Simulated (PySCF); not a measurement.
Compound: C6H9O (doublet state).
Atom-mapped SMILES: `[CH2:1]=[CH:2][C:3](=[CH2:4])[C:5]([CH3:6])[OH:7]` (hydrogens: H8, H9 on C1; H10 on C2; H11, H12 on C4; H13, H14, H15 on C6; H16 on O7)

Structure used (GFN2-xTB), in Å, numbered top down from 1:
```
atom  x, y, z in Å
C1     2.0550    1.0943   -0.7484
C2     1.1908    0.1921   -1.1948
C3     0.1159   -0.4333   -0.4010
C4    -0.0482   -1.7952   -0.5185
C5    -0.7025    0.3545    0.4111
C6    -1.7990   -0.1955    1.2593
O7    -0.6220    1.7109    0.4475
H8     2.0620    1.4370    0.2749
H9     2.8292    1.4942   -1.3817
H10    1.2751   -0.1696   -2.2123
H11    0.5982   -2.3689   -1.1561
H12   -0.7972   -2.3295    0.0323
H13   -2.5691   -0.6628    0.6444
H14   -2.2448    0.6176    1.8256
H15   -1.4171   -0.9469    1.9490
H16    0.0661    2.0101   -0.1654
```

The hyperfine couplings belong to this conformer and change with its torsions.

Theory: UKS B3LYP, pcH-1 on C H O, non-relativistic, mean-field spin-orbit, GIAO (PySCF). Isolated species at its GFN2-xTB geometry (one conformer only). Couplings are sensitive to structure, and on GFN2-xTB geometries they can be far from those on DFT ones. The frame is twisted about the C2–C3 bond at this geometry (dihedral H10–C2–C3–C4 = 42°); couplings at other torsion angles weren't computed. No stability test was run, so a lower SCF solution isn't excluded. ⟨S²⟩ is 0.774 where a pure state has 0.75.

Largest spin populations (Mulliken): C4 (+0.66), C5 (+0.52), C3 (-0.21) and O7 (+0.10). The positive populations add up to 1.35 and the negative ones to -0.35, together 2S = 1. The angles at C4 add up to 360.0°, so it is planar.

Task: How do the β-proton couplings of this frozen conformer go with θ, the angle between the C–H bond and the normal to the plane of the spin centre's three neighbours, both seen down the bond from centre to carbon?

Result: 
```
β H  on  centre  θ (°)  cos²θ   a (G)
H13  C6      C5     25   0.82  +18.76
H14  C6      C5     85   0.01   +0.69
H15  C6      C5     35   0.67  +14.39
```

Fitting the Heller–McConnell form a = ρ(B0 + B2 cos²θ), with Mulliken ρ = 0.52, gives B0 = 0.8 G and B2 = 41.9 G, with a largest miss of 0.6 G. By this fit the coupling would be 22.1 G at θ = 0° and 0.4 G at 90°.

Task: What would the freely rotating methyl group on C6 show?

Result: Three equal couplings, a 1:3:3:1 quartet. The mean of the three values of this geometry estimates the splitting: 11.3 G, or 31.6 MHz (three bonds 120° apart have a mean cos²θ of 1/2 at any torsion).

Couplings in gauss use g_iso = 2.0030.

Time: 57 s of wall time (with the writing of density and orbital grids); peak memory 1.1 GiB. Hardware: an Arm Neoverse V1 with one thread, no GPU, shared host with 32 logical CPUs at a one-minute load of 12.

The SMILES draws the unpaired electron on C5; the largest computed Mulliken spin population is on C4 (0.66 against 0.52).
